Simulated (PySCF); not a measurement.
C3H4F2Si, SMILES C#CC(F)(F)[SiH3]. Heavy atoms are numbered as in [CH:1]#[C:2][C:3]([F:4])([F:5])[SiH3:6]. Hydrogens are named by the atom that carries them.

Geometry: PBE0-D3(BJ)/def2-SVP. This is a generated structure with no PubChem entry under its InChIKey; it may be hypothetical.

Method: PySCF with PBE0/def2-TZVP.

ESP charges are fitted to the potential on shells at 1.4 to 2.0 van der Waals radii. Atomic charges (e), one atom of each kind:

| atom | ESP fit | IAO |
|---|---|---|
| C1 (CH) | -0.43 | -0.19 |
| C2 | 0.06 | -0.06 |
| C3 | 0.28 | ___ |
| F4 | -0.16 | ___ |
| Si6 (SiH3) | 0.09 | 0.61 |
| H on C1 | 0.33 | 0.22 |
| H on Si6 | -0.01 | ___ |

**Question.** Fill in the missing entries. (Estimate from the structure and the level; the computed values follow.)

**Answer.** 
- C3, IAO: 0.32
- F4, IAO: -0.29
- H on Si6, IAO: -0.11

**Question.** Give the Mayer and Wiberg (Löwdin basis) orders of the bonds. (Estimate from the structure and the level; the computed values follow.)

**Answer.** 
| bond | Mayer | Wiberg |
|---|---|---|
| C1–C2 | 2.71 | 2.93 |
| C2–C3 | 1.09 | 1.24 |
| C3–F4 | 1.10 | 1.68 |
| C3–F5 | 1.10 | 1.68 |
| C3–Si6 | 0.99 | 0.99 |
